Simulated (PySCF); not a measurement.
Se(H)(SMe) (CH4SSe), SMILES CS[SeH]. The structure is a stationary point at B3LYP-D3(BJ)/def2-SVP. Other conformers were not sampled.

Method: B3LYP-D3(BJ)/def2-SVP in PySCF.

Harmonic wavenumbers (cm⁻¹): 166, 212, 273, 385, 690, 763, 960, 963, 1326, 1433, 1454, 2345, 3035, 3137, 3154. Rotational constants (GHz): 15.48, 2.665, 2.353; symmetry number 1.

Q: Work out the zero-point energy and the ideal-gas rigid-rotor harmonic-oscillator thermochemistry at 298.15 K and 1 atm.

A: ZPE = ½ Σ hcν = ½ × 20294 cm⁻¹ = 121.39 kJ/mol. H − E(el) = 137.22 kJ/mol. Entropy in J/(mol K): translation 169.17, rotation 107.14, vibration 33.23, total 309.54. G − E(el) = 44.93 kJ/mol. Cp = 73.68 J/(mol K).
